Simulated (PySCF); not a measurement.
F6Re (SMILES [F][Re]([F])([F])([F])([F])[F]), doublet, at a GFN2-xTB geometry (such geometries of metal compounds can be far from the true shape) (core potentials on Re). Base run: PySCF with DF-B3LYP/def2-SV(P).

Here is a job for PySCF.
```python
from pyscf import gto, scf, dft

mol = gto.M(
    atom='''
Re   -0.000000    0.000000    0.000000
F     1.079769   -0.459373   -1.367109
F    -1.079769    0.459373    1.367109
F    -1.145970    0.763622   -1.161700
F    -0.875651   -1.565813   -0.165465
F     0.875651    1.565813    0.165465
F     1.145970   -0.763622    1.161700
''',
    basis='def2-sv(p)',
    ecp={'Re': 'def2-sv(p)'},
    charge=0,
    spin=1,
    verbose=4,
)

mf = dft.UKS(mol)
mf.xc = 'b3lyp'
mf = mf.density_fit(auxbasis='def2-universal-jkfit')
mf.kernel()
```

Each row names what was changed in the base input (with any setting that the change needs).

```csv
change,ΔE vs base (mEh),grid points,electrons on the grid,outcome
base,0.000,109880,68.99999,converged
grids.prune = dft.gen_grid.treutler_prune,-,-,-,not converged
grids.radi_method = gauss_chebyshev,0.000,106800,68.99999,converged
grids.level = 1,-0.090,40736,69.00016,converged
grids.level = 4,-,-,-,not converged
grids.level = 0,63.447,9776,68.98697,converged
"grids.atom_grid = (75, 302)",-,-,-,not converged
grids.level = 2,-0.743,85216,68.99996,converged
"grids.atom_grid = (99, 590)",-0.783,221712,68.99999,converged
grids.prune = off,0.000,179304,68.99998,converged
"grids.atom_grid = (30, 110)",-0.207,17200,68.99870,converged
```

Open shells are given as the SCF converged; they aren't shown to be the lowest states, and a large step between rows can be another state.
